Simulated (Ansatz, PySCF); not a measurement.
Lewis adduct: BH3 (SMILES B) (first 4 atoms) with PH3 (SMILES P); geometry from B3LYP-D3(BJ)/def2-TZVP, rigid monomers moved along the line of their centres of mass till B1···P5 is 2.22 Å.
(charge 0, multiplicity 1):
| atom | x (Å) | y (Å) | z (Å) |
|---|---|---|---|
| B | -0.0303 | -0.0774 | 0.6721 |
| H | 1.0967 | -0.4211 | 0.4177 |
| H | -0.8416 | -0.9688 | 0.6552 |
| H | -0.3837 | 0.9320 | 0.1159 |
| P | 0.0671 | 0.5060 | 2.8110 |
| H | -1.1129 | 0.9638 | 3.4241 |
| H | 0.4580 | -0.4712 | 3.7438 |
| H | 0.9431 | 1.5454 | 3.1717 |

Interaction energies are E(AB) − E(A) − E(B) at the monomers' geometry in the complex; basis-set methods are counterpoise corrected.

Correlated levels freeze the cores. CBS: X⁻³ extrapolation of the correlation energy, Hartree–Fock from the larger set.

Run with Ansatz (Gaussian orbitals); PySCF for the dispersion terms. 

The comparison value is -1336.6 meV (CCSD(T)/CBS(aug-cc-pV(D+d)Z, aug-cc-pV(T+d)Z)). It is a level with limits of its own, not the exact answer.

**Question.** Order these levels by how close they come to the comparison value for the interaction energy, closest first: PBE0-D3(BJ)/def2-TZVPPD, CCSD(T)/aug-cc-pV(T+d)Z, PBE0/def2-TZVPPD, r2SCAN/def2-TZVPPD, r2SCAN-D3(BJ)/def2-TZVPPD. Give each level's value less the comparison value.

**Answer.** CCSD(T)/aug-cc-pV(T+d)Z (32.6 meV), PBE0/def2-TZVPPD (-174.6 meV), r2SCAN/def2-TZVPPD (-201.9 meV), r2SCAN-D3(BJ)/def2-TZVPPD (-219.7 meV), PBE0-D3(BJ)/def2-TZVPPD (-228.4 meV)

Ansatz is a first-principles code.
